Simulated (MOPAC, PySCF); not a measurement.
CH3BO2, SMILES `OC(=O)B`, neutral singlet in the gas phase. 

Cartesian coordinates (Å):
SMILES: C(B)(O)=O
```xyz
7

B     -1.1326     0.0331     0.1627
C      0.3956     0.1128    -0.1994
O      0.7243     0.8672    -1.0802
O      1.2673    -0.6487     0.4734
H     -1.5717     0.7944     0.9559
H     -1.8225    -0.7190    -0.4374
H      2.1531    -0.4683     0.1177
```
Charge 0, spin multiplicity 1.

All levels are single points at this geometry (M06-2X/def2-TZVP); Pople sets use spherical d functions. Orbital energies aren't observables, and empty levels follow the basis.

```tsv
level	HOMO (eV)	LUMO (eV)	gap (eV)	dipole (D)	vertical IE, Delta-SCF (eV)
M06-2X/def2-TZVP in PySCF	-9.77	-1.22	8.56	1.50	10.85
B3LYP/3-21G in PySCF	-7.43	-2.02	5.41	1.15	–
B3LYP/6-31G* in PySCF	-7.61	-1.92	5.68	1.32	10.50
PBE/6-31G* in PySCF	-6.36	-2.71	3.65	1.29	10.32
HF/3-21G in PySCF	-11.79	1.91	13.70	1.36	–
HF/6-31G* in PySCF	-11.95	2.15	14.10	1.63	9.33
HF/STO-3G in PySCF	-8.92	5.85	14.77	0.78	–
AM1 in MOPAC	-11.10	0.78	11.88	1.55	–
PM6 in MOPAC	-10.87	-1.11	9.76	1.74	–
```
